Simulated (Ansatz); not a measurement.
`[F][SnH]([SiH3])[Cl]`. Total charge 0; spin multiplicity 1. Sn: def2 effective core potential.

Z-matrix (Å, degrees):
```
Sn
Si 1 2.562
Cl 1 2.326 2 108.4
F 1 1.922 2 106.4 3 111.4
H 1 1.703 2 125.0 3 -127.2
H 2 1.483 1 108.0 3 64.3
H 2 1.481 1 107.4 3 -55.5
H 2 1.483 1 108.7 3 -175.8
```

Task: List the harmonic frequencies (cm⁻¹, unscaled) at PBE0-D4/def2-TZVP in Ansatz. (An estimate is asked.)

Result: Ansatz gave: 63, 76, 111, 145, 308, 373, 468, 483, 571, 578, 619, 842, 930, 932, 1957, 2236, 2255, 2265.

Task: Is this a minimum?

Result: Yes, all 18 modes are real.

Task: Give the ideal-gas thermochemistry at 298.15 K and 1 bar (rigid rotor, harmonic oscillator; point group C1, symmetry number 1).

Result: Zero-point energy 91.0 kJ/mol; H(298) − E = 113.6 kJ/mol; entropy 378.1 J/(mol·K), of which translation 175.3, rotation 118.9, vibration 83.9; G(298) − E = 0.9 kJ/mol. Modes under 100 cm⁻¹ are hindered rotations or soft bends, so the harmonic entropy is rough.

Task: And at 400, 500, 600, 800 and 1000 K?

Result: 
| T (K) | H − E (kJ/mol) | S (J/mol/K) | G − E (kJ/mol) |
| --- | --- | --- | --- |
| 400 | 125.6 | 412.3 | -39.4 |
| 500 | 138.4 | 440.9 | -82.1 |
| 600 | 152.0 | 465.8 | -127.4 |
| 800 | 181.3 | 507.8 | -225.0 |
| 1000 | 212.5 | 542.6 | -330.1 |

Task: Rotational constants (cm⁻¹)?

Result: 0.09324, 0.05508, 0.04109.
